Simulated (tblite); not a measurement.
Species: C7H14FN2 (charge +1).
SMILES with atom numbers: `[CH3:1][N:2]([CH3:3])/[CH:4]=[C:5](\[F:6])[CH:7]=[N+:8]([CH3:9])[CH3:10]` (hydrogens: H11, H12, H13 on C1; H14, H15, H16 on C3; H17 on C4; H18 on C7; H19, H20, H21 on C9; H22, H23, H24 on C10)

Computed geometry: GFN2-xTB, gas phase.

**Question.** Give the optimised bond lengths and angles.

**Answer.** 
```csv
bond,length (Å),order
C1–N2 and 3 like bonds,1.444,single
"N2–C4, C7=N8",1.313,single/double
"C4=C5, C5–C7",1.391,double/single
C5–F6,1.360,single
C1–H11 and 11 like bonds,1.090,single
"C4–H17, C7–H18",1.082,single
```

Bonds in one row agree within 0.01 Å and their mean is given. Orders are formal, as drawn. A selection of angles:
```csv
angle,degrees
N2–C1–H11,110.8
N2–C1–H13,109.4
H11–C1–H12,108.2
H11–C1–H13,108.8
C1–N2–C3,115.7
C1–N2–C4,123.3
C3–N2–C4,121.0
N2–C4–C5,128.9
N2–C4–H17,116.0
C5–C4–H17,115.1
C4–C5–F6,119.2
C4–C5–C7,121.6
```

Torsions: C1–N2–C4–C5 0° (synperiplanar); N2–C4–C5–F6 0° (synperiplanar); C4–C5–C7–N8 180° (antiperiplanar); C5–C7–N8–C9 0° (synperiplanar).

C4 (carbon bonded to C, N and H) is planar (angles 128.9°, 116.0° and 115.1°, sum 360.0°, 0.00 Å off the plane of its three neighbours). The 10 heavy atoms lie in one plane (0.006 Å rms). C5 (vinylic C–F carbon) is planar (angles 121.6°, 119.2° and 119.2°, sum 360.0°, 0.00 Å off the plane of its three neighbours). Of the pairs four or more bonds apart, C1···F6 is among the closest relative to their van der Waals radii: 2.72 Å, 86 % of the sum of Bondi's values. N2 (nitrogen bonded to 3 C) is planar (angles 123.3°, 121.0° and 115.7°, sum 360.0°, 0.00 Å off the plane of its three neighbours). The 6 C–N bonds span 1.313 Å (C7=N8, drawn double) to 1.446 Å (C1–N2, drawn single), a spread of 0.133 Å.

Point group: C2v (every atom within 0.08 Å of its image). Its GFN2-xTB frequencies are all real (lowest 55 cm⁻¹).

One conformer stands for the species.
